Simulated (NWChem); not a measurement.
System: C2H5B; SMILES BC=C

NWChem input:

```
start job
memory heap 200 mb stack 900 mb global 1100 mb
geometry units angstroms noautoz
  B      0.187413     1.350834     0.000235
  H      1.397697     1.405511    -0.004864
  H     -0.448713     2.379842     0.007070
  C     -0.498121    -0.030313    -0.001211
  C      0.230400    -1.163108     0.000248
  H     -1.591134    -0.127088    -0.001473
  H     -0.221050    -2.162482     0.001661
  H      1.325724    -1.124868     0.000535
end
basis spherical
  * library sto-3g
end
dft
  xc xtpss03 ctpss03
  iterations 150
  mulliken
end
task dft energy
```

All runs use the structure optimised with PBE0/def2-SVP.

Task: Predict the main results of this run. (TPSS/STO-3G.) Quantities: basis functions; energy (Ha); highest occupied level (eV); orbital gap (eV); dipole (D).

Result: 
- number of basis functions = 20
- energy (Ha) = -102.80
- highest occupied level (eV) = -5.73
- orbital gap (eV) = 5.21
- dipole (D) = 1.28
